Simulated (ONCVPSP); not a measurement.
u(r) = r·R(r): atom against pseudo-atom (boron (B))

Columns: radius, all-electron u(r) and pseudo u(r) of the 2s shell (level -19.38 eV) of boron in the configuration [He] 2s2; PBEsol, scalar-relativistic, ONCV scheme, ONCVPSP 4.0.1.

```tsv
r (bohr)	all-electron	pseudo
0.070	-0.2417	0.0231
0.140	-0.3289	0.0479
0.210	-0.3228	0.0761
0.280	-0.2614	0.1090
0.350	-0.1696	0.1475
0.420	-0.0631	0.1918
0.490	0.0478	0.2417
0.560	0.1564	0.2961
0.630	0.2588	0.3538
0.700	0.3527	0.4133
0.770	0.4369	0.4729
0.840	0.5113	0.5307
0.910	0.5758	0.5850
0.980	0.6303	0.6340
1.050	0.6753	0.6765
1.120	0.7112	0.7115
1.190	0.7388	0.7388
1.260	0.7587	0.7587
1.330	0.7717	0.7717
1.400	0.7785	0.7785
1.470	0.7798	0.7798
1.540	0.7763	0.7762
1.610	0.7686	0.7685
1.680	0.7572	0.7572
1.750	0.7428	0.7428
1.820	0.7259	0.7259
```

(1) How many radial nodes do the two functions have?

(2) At about which radius was the pseudo-wave matched?

(3) Is the pseudo-wave norm-conserving?

Answers

(1) The all-electron 2s function has n − l − 1 = 1; the pseudo-wave has 0, since the states of the same l below it are removed with the core.

(2) 1.35 bohr. The columns agree to 0.0005 from 1.12 bohr on; several derivatives are matched, so the curves merge somewhat inside the radius.

(3) Yes: the ONCV scheme keeps the norm inside the radius equal to the all-electron one, which fixes the energy derivative of the logarithmic derivative at the level.
